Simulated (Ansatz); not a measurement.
SiH(SiH3)3 (Si₄H₁₀), relaxed as a singlet with RKS PBE-D4/def2-SVP in Ansatz, starting from the GFN2-xTB geometry. Force threshold 0.02 eV/Å.

Start:

```xyz
14

Si   -0.180    0.441    0.282
H    -0.667    1.621    1.038
Si    2.100    0.781   -0.038
H     2.861    0.820    1.213
H     2.410    2.025   -0.745
H     2.678   -0.303   -0.839
Si   -1.378    0.420   -1.714
H    -1.066    1.552   -2.590
H    -2.831    0.440   -1.524
H    -1.081   -0.791   -2.484
Si   -0.635   -1.410    1.618
H    -0.053   -1.318    2.959
H    -0.091   -2.630    1.016
H    -2.067   -1.648    1.810
```

```csv
step,energy (eV),largest force component (eV/Å),SCF passes
1,-31646.2443,0.790,14
2,-31646.4378,0.344,18
3,-31646.4661,0.090,17
4,-31646.4687,0.010,18
5,-31646.4692,0.017,18
6,-31646.4694,0.011,18
```

Force components are those of the run's own axes.

End:

```xyz
14

Si   -0.230    0.560    0.356
H    -0.724    1.765    1.121
Si    2.081    0.755   -0.040
H     2.848    0.793    1.255
H     2.387    2.003   -0.824
H     2.540   -0.439   -0.836
Si   -1.351    0.405   -1.707
H    -1.053    1.601   -2.572
H    -2.840    0.312   -1.502
H    -0.884   -0.835   -2.422
Si   -0.632   -1.399    1.595
H     0.049   -1.334    2.936
H    -0.083   -2.577    0.833
H    -2.107   -1.609    1.807
```

By distances, no bond broke or formed. The bond that changes most is Si7–H9, from 1.46 to 1.51 Å (atoms count from 1).

The force fell under the threshold at step 4, but the optimiser went on. No frequencies were taken in this run, so the end may be a saddle point.

It took 18 s on 4 threads of Intel Xeon on a shared host.
